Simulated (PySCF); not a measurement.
Computed IR spectrum (relative IR intensity) of a molecule C4H7NSi. The structure is a stationary point at PBE0-D3(BJ)/def2-SVP. Other conformers were not sampled. These are PBE0-D3(BJ)/def2-SVP run with PySCF values and carry that method's errors. Frequencies are harmonic and unscaled.

ν (cm⁻¹): 208 (w), 271 (vw), 299 (w), 430 (s), 460 (w), 528 (m), 556 (w), 675 (w), 684 (w), 770 (vw), 853 (vw), 900 (vs), 910 (m), 921 (m), 942 (vw), 970 (w), 1206 (vw), 1417 (w), 1549 (m), 2213 (vw), 2230 (m), 2244 (m), 3150 (vw), 3489 (m), 3606 (w), 3703 (w) (against the strongest line: vs over 80 %, s over 45 %, m over 15 %, w over 4 %, vw less)

Task: Identify the compound among the candidates.
A. C#CC(=C)[SiH2]N
B. N#C/C=C\C[SiH3]
C. CC1=C[SiH2]N=C1
D. C=C=C/C=N/[SiH3]

Result: A, C#CC(=C)[SiH2]N
